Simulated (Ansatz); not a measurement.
Geometry optimisation, RKS PBE-D4/def2-SVP (Ansatz).

input.yaml

```yaml
crystal:
  periodic: [false, false, false]
  atoms:
    - { symbol: Al, position_ang: [-0.401, 0.3748, 0.1568] }
    - { symbol: H, position_ang: [1.2944, 1.153, 0.8904] }
    - { symbol: C, position_ang: [-0.2274, -0.1672, -1.7339] }
    - { symbol: O, position_ang: [-1.5313, 1.1718, 1.0192] }
    - { symbol: H, position_ang: [1.3049, 0.3201, 1.4046] }
    - { symbol: Se, position_ang: [0.6887, -1.4966, 1.955] }
    - { symbol: H, position_ang: [0.7068, -0.704, -1.9031] }
    - { symbol: H, position_ang: [-0.243, 0.6939, -2.4019] }
    - { symbol: H, position_ang: [-1.0475, -0.8252, -2.0303] }
    - { symbol: H, position_ang: [-2.1881, 1.5592, 1.5793] }
    - { symbol: H, position_ang: [1.6434, -2.0797, 1.0639] }
basis:
  gaussian: { orbitals: def2-SVP }
hamiltonian:
  xc: pbe
  dispersion: d4
relax:
  f_tol: 0.15
  max_steps: 25
  restrain:
    - { distance: [0, 5], at: 3.71, k: 30.0 }
    - { distance: [4, 1], at: 1.92, k: 30.0 }
    - { distance: [0, 1], at: 1.52, k: 30.0 }
    - { distance: [4, 5], at: 1.51, k: 30.0 }
```

Command:

```bash
$ ansatz run input.yaml --threads 2 --pin off --max-ram 3072MiB --backend cpu --events-out ev --progress --plain --runs-dir out
```

Problem. Where does it end, and by what steps?

Solution. The forces met the threshold. The restraints hold the end off the free minimum. After 13 steps the energy has fallen by 0.276 eV (the restraints' own energy left out); H5 moved furthest, 0.72 Å. Parted: Al1–Se6. Joined: Al1–H2, H5–Se6.

| step | energy less start (eV) | largest force component (eV/Å) | accepted |
| --- | --- | --- | --- |
| 0 | 0.0000 | 2.102 | yes |
| 1 | 0.2965 | 2.449 | yes |
| 2 | 0.1361 | 1.962 | yes |
| 3 | 0.0280 | 0.923 | yes |
| 4 | -0.0867 | 0.689 | yes |
| 5 | -0.1159 | 0.718 | yes |
| 6 | -0.1459 | 0.728 | yes |
| 7 | -0.1654 | 0.743 | yes |
| 8 | -0.1783 | 0.819 | yes |
| 9 | -0.2408 | 0.678 | yes |
| 10 | -0.2360 | 1.388 | no |
| 11 | -0.2612 | 0.743 | yes |
| 12 | -0.2674 | 0.661 | yes |
| 13 | -0.2758 | 0.655 | yes |

```xyz
11
Properties=species:S:1:pos:R:3
Al -0.381 0.858 0.054
H 0.851 1.322 0.870
C -0.246 -0.115 -1.635
O -1.962 1.285 0.597
H 1.400 -0.302 1.745
Se 1.251 -1.757 2.106
H 0.579 -0.857 -1.624
H -0.048 0.579 -2.481
H -1.190 -0.651 -1.861
H -2.139 1.789 1.406
H 1.885 -2.150 0.823
```

Whether the end is a true minimum wasn't checked by a vibrational analysis.

Run time: 37 s on 2 threads of Arm Neoverse V2, on a shared host, peak memory 0.15 GiB.
